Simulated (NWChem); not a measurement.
System meant: H2BO3 anion

Input file for NWChem:

```
start job
memory heap 200 mb stack 900 mb global 1100 mb
charge -1
geometry units angstroms noautosym nocenter noautoz
  O      0.005702    -1.488052     0.000007
  B      0.000807    -0.207555     0.000002
  O     -1.214765     0.601893    -0.000291
  O      1.210146     0.611170     0.000291
  H     -1.047834     1.548194     0.017924
  H      1.035967     1.556164    -0.017956
end
basis spherical
  O library def2-svp
  B library def2-svp
  H library def2-svp
end
dft
  xc m06-2x
  iterations 150
end
property
  shielding 4 1 2 3 5
end
task dft property
```

End of the output:

```
 Vector   19  Occ=0.000000D+00  E= 3.855272D-01
              MO Center=  2.1D-04, -5.3D-02, -1.0D-04, r^2= 4.4D+00
   Bfn.  Coefficient  Atom+Function         Bfn.  Coefficient  Atom+Function
  ----- ------------  ---------------      ----- ------------  ---------------
    17      2.489311  2 B  s                 58     -0.644398  5 H  s
    63     -0.644408  6 H  s                  3     -0.576583  1 O  s
    31     -0.468027  3 O  s                 45     -0.468023  4 O  s
    22      0.426333  2 B  py                16     -0.322794  2 B  s
    36      0.296573  3 O  py                50      0.298053  4 O  py

 center of mass
 --------------
 x =   0.00044129 y =  -0.11010744 z =   0.00000315

 moments of inertia (a.u.)
 ------------------
         186.804802263485           0.042226001965           0.094234306788
           0.042226001965         175.753861651968           0.001129278909
           0.094234306788           0.001129278909         362.554011288917

     Multipole analysis of the density
     ---------------------------------

     L   x y z        total         alpha         beta         nuclear
     -   - - -        -----         -----         ----         -------
     0   0 0 0     -1.000000    -16.000000    -16.000000     31.000000

     1   1 0 0     -0.008895     -0.005234     -0.005234      0.001572
     1   0 1 0      2.320346      1.286151      1.286151     -0.251955
     1   0 0 1     -0.000026     -0.000045     -0.000045      0.000064

     2   2 0 0    -23.589329    -57.669103    -57.669103     91.748877
     2   1 1 0     -0.011529      0.014343      0.014343     -0.040214
     2   1 0 1     -0.043370      0.034984      0.034984     -0.113337
     2   0 2 0    -20.569755    -61.413177    -61.413177    102.256598
     2   0 1 1     -0.000201      0.000358      0.000358     -0.000916
     2   0 0 2    -17.939117     -8.970710     -8.970710      0.002303

          -----------------------------------------
          Chemical Shielding Tensors (GIAO, in ppm)
          -----------------------------------------

 ------------------------------------------------------------------------
  xm06: d2 not coded                    0
 ------------------------------------------------------------------------
 ------------------------------------------------------------------------
  current input line :
    24: task dft property
 ------------------------------------------------------------------------
 ------------------------------------------------------------------------
 This error has not yet been assigned to a category
 ------------------------------------------------------------------------
 For more information see the NWChem manual at https://nwchemgit.github.io

0: xm06: d2 not coded:Received an Error in Communication
```

Question: What is wrong, and how is it mended?

Answer: The run crashed. Cause: this functional's second derivatives, which shieldings need, aren't coded here; the fix takes a hybrid GGA instead. This input runs:
```
start job
memory heap 200 mb stack 900 mb global 1100 mb
charge -1
geometry units angstroms noautosym nocenter noautoz
  O      0.005702    -1.488052     0.000007
  B      0.000807    -0.207555     0.000002
  O     -1.214765     0.601893    -0.000291
  O      1.210146     0.611170     0.000291
  H     -1.047834     1.548194     0.017924
  H      1.035967     1.556164    -0.017956
end
basis spherical
  * library def2-svp
end
dft
  xc pbe0
  iterations 150
end
property
  shielding 4 1 2 3 5
end
task dft property
```
It converges to -251.40595 Ha (PBE0/def2-SVP, GIAO).
